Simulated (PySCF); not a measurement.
**A small calculation by hand: chemical shift, span and skew from a shielding tensor**

(3R,4R)-3,4-difluorocyclobutene (C4H4F2), SMILES C1[C@@H](F)[C@@H](C=1)F. Atoms are numbered in the order given.

```xyz
10

F     -1.7352    -0.2473    -0.8774
C     -0.6911     0.3688    -0.2175
C     -0.6361     0.2318     1.2875
C      0.6361    -0.2318     1.2875
C      0.6911    -0.3688    -0.2175
F      1.7352     0.2473    -0.8774
H     -0.5900     1.4104    -0.5959
H     -1.3767     0.4469     2.0723
H      1.3767    -0.4469     2.0723
H      0.5900    -1.4104    -0.5959
```

Geometry: PBE-D3(BJ)/def2-SVP.

GIAO shieldings from B3LYP/pcSseg-1 in PySCF, non-relativistic, no solvent. The symmetric part of the tensor of F1 has the principal values 303.3, 355.5, 389.8 ppm. The same nucleus in CFCl3 has σ = 161.7 ppm at this level (PySCF, at its B3LYP-D3(BJ)/def2-TZVP geometry).

Question: Work out the isotropic shielding, the ¹⁹F shift against CFCl3, the span and the skew.

Answer: 
σ(iso) = (σ11 + σ22 + σ33)/3 = 349.5 ppm. δ = σ(ref) − σ(iso) = 161.7 − (349.5) = -187.8 ppm.
Span Ω = σ33 − σ11 = 86.5 ppm. Skew κ = 3(σ(iso) − σ22)/Ω = -0.21. Tumbling in solution averages the tensor to δ; in a static solid the shielding alone would spread this spin-1/2 line over Ω.
